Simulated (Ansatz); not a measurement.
B₁₃P₁₃H₃₀, a nanocrystal cut from zinc blende BP (hydrogen-capped), relaxed as a singlet with RKS r2SCAN-D4/def2-SVP in Ansatz, starting from the GFN2-xTB geometry. Force threshold 0.03 eV/Å.

Single mean-field runs in def2-SVP are fitted with def2-universal-jkfit.

Start:

```xyz
56

B     2.0134   -1.2559    0.7426
B     0.6886   -2.7678   -1.7808
B     0.2077   -3.9144    1.1832
B    -0.8955   -1.0032    2.0916
B    -2.1817   -2.5196   -0.4498
B     2.5164   -0.1028   -2.2280
B     3.8414    1.3847    0.2938
B     0.9062    1.6261    1.6494
B     1.4234    2.7382   -1.3337
B    -0.3805    0.1191   -0.8420
B    -3.3043    0.4027    0.4713
B    -1.5282    2.9957    0.0341
B    -2.0243    1.8950    3.0131
P     1.4250   -2.9599    0.0205
P     3.2428   -0.3094   -0.4247
P     1.9644   -1.8272   -2.8619
P     0.4293   -0.1337    0.9504
P    -0.8553   -1.6288   -1.5398
P    -1.3120   -2.7224    1.2897
P    -2.4278    0.1840    2.2049
P    -3.6794   -1.3373   -0.2463
P     0.9347    0.9819   -1.9783
P     2.2004    2.4013    0.4280
P    -0.7338    2.6560    1.7889
P    -0.1846    3.7593   -1.1026
P    -1.9566    1.2335   -0.6390
H     2.5131   -1.4184    1.8131
H     0.3843   -3.8126   -2.2594
H     0.6978   -4.0374    2.2613
H    -0.1167   -4.9439    0.6778
H    -0.4255   -1.1629    3.1762
H    -2.4965   -3.5632   -0.9244
H     3.2838    0.4204   -2.9702
H     4.3024    1.2206    1.3797
H     4.5848    1.9130   -0.4740
H     1.3957    1.4949    2.7287
H     2.1877    3.2698   -2.0729
H    -4.2805    1.0772    0.5403
H    -2.4989    3.6791    0.0983
H    -1.5181    1.7277    4.0780
H    -3.0047    2.5722    3.0428
H     2.5815   -3.7394   -0.1710
H     4.3574   -1.1502   -0.6061
H     3.0745   -2.6296   -3.1094
H     1.5339   -1.7548   -4.1904
H    -1.4292   -1.3903   -2.8201
H    -2.3028   -3.3139    2.0963
H    -3.3927   -0.4762    2.9894
H    -4.6885   -1.9561    0.4857
H    -4.4010   -1.2390   -1.4404
H     0.3063    1.1397   -3.2455
H     2.4980    3.6879    0.9170
H    -0.3698    3.9365    2.2471
H     0.1182    5.0549   -0.6937
H    -0.7270    4.1164   -2.3409
H    -2.4969    1.3822   -1.9477
```

(1) Estimate the energy that the relaxation releases and the steps that it takes.

(2) Does the start keep its bonding and symmetry?

(3) Predict the relaxed structure.

Answers

(1) 38.4 kJ/mol, in 4 steps; 33 s on 2 threads of AMD EPYC 7R13 on a shared host and a share (18 GiB) of an NVIDIA H100 80GB HBM3. No frequencies were taken in this run, so the end may be a saddle point.

(2) By distances, no bond broke or formed. The bond that changes most is B9–P22, from 1.93 to 1.96 Å (atoms count from 1). Point group C3v at the start, C3v at the end, both within 0.05 Å.

(3) 
```xyz
56

B     2.0293   -1.2672    0.7376
B     0.7066   -2.7991   -1.7884
B     0.2052   -3.9528    1.1831
B    -0.9113   -1.0118    2.1009
B    -2.2036   -2.5463   -0.4391
B     2.5496   -0.1109   -2.2404
B     3.8759    1.4013    0.2828
B     0.9097    1.6444    1.6541
B     1.4416    2.7706   -1.3333
B    -0.3983    0.1246   -0.8825
B    -3.3368    0.4003    0.4882
B    -1.5344    3.0292    0.0460
B    -2.0519    1.9164    3.0302
P     1.4569   -2.9981    0.0207
P     3.2897   -0.3247   -0.4288
P     1.9909   -1.8528   -2.9010
P     0.4186   -0.1310    0.9274
P    -0.8741   -1.6516   -1.5761
P    -1.3369   -2.7554    1.3160
P    -2.4637    0.1750    2.2382
P    -3.7300   -1.3561   -0.2488
P     0.9432    0.9991   -2.0219
P     2.2261    2.4415    0.4421
P    -0.7337    2.6986    1.8138
P    -0.1871    3.8117   -1.1180
P    -1.9915    1.2540   -0.6616
H     2.5118   -1.4121    1.8437
H     0.3884   -3.8630   -2.2789
H     0.7068   -4.0654    2.2861
H    -0.1351   -4.9898    0.6433
H    -0.4001   -1.1587    3.1937
H    -2.5242   -3.6101   -0.9285
H     3.3293    0.4265   -3.0002
H     4.3355    1.2275    1.3961
H     4.6151    1.9387   -0.5217
H     1.4028    1.4711    2.7514
H     2.2204    3.3103   -2.0924
H    -4.3325    1.0920    0.5517
H    -2.5286    3.7231    0.1091
H    -1.5252    1.7374    4.1125
H    -3.0560    2.6052    3.0329
H     2.6176   -3.8046   -0.1465
H     4.4345   -1.1544   -0.5921
H     3.1337   -2.6703   -3.1032
H     1.5235   -1.7576   -4.2410
H    -1.4562   -1.4661   -2.8665
H    -2.3165   -3.3760    2.1412
H    -3.4336   -0.4709    3.0554
H    -4.7262   -1.9877    0.5411
H    -4.4358   -1.2405   -1.4783
H     0.3581    1.1801   -3.3115
H     2.5560    3.7310    0.9459
H    -0.3782    3.9859    2.3058
H     0.1412    5.1122   -0.6533
H    -0.7450    4.1426   -2.3838
H    -2.5718    1.4346   -1.9535
```
Bond lengths: 37 × B–P 1.94 to 2.00 Å; 15 × B–H 1.21 to 1.22 Å; 15 × H–P 1.42 to 1.43 Å.
